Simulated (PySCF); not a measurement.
Species: C₇H₇F.
SMILES: `C#CC#C[C@H](F)CC`

Torsions of this conformer, `[CH:1]#[C:2][C:3]#[C:4][C@H:5]([F:6])[CH2:7][CH3:8]`: C4–C5–C7–C8 -175°.

The closed-shell ground state was solved at several levels (PySCF, density fitting, gas phase, non-relativistic). Geometry: GFN2-xTB, one conformer, isolated molecule.

```
         level  basis functions  HOMO (eV)  LUMO (eV)  gap (eV)  dipole (D)
 PBE0/pcSseg-1              171      -7.49      -1.06      6.43        1.85
PBE0/def2-SVPD              219      -7.48      -1.11      6.37        1.88
```

(1) Estimate the row for B3LYP/pcJ-1, a basis of 286 functions; the other rows only guide the guess.

(2) Over all these levels, which gives the widest orbital gap and which the narrowest?

(3) How far do the dipole and the HOMO energy spread over the levels?

Results:

(1) HOMO -7.26 eV, LUMO -1.24 eV, gap 6.02 eV, dipole 1.84 D.

(2) PBE0/pcSseg-1 (global hybrid, 25 % exact exchange) has the widest, 6.43 eV, and B3LYP/pcJ-1 (global hybrid, 20 % exact exchange) the narrowest, 6.02 eV. Functional and basis both differ between the two, so the spread mixes both effects.

(3) The dipole runs from 1.84 to 1.88 D (mean 1.86 D) and the HOMO from -7.49 to -7.26 eV.
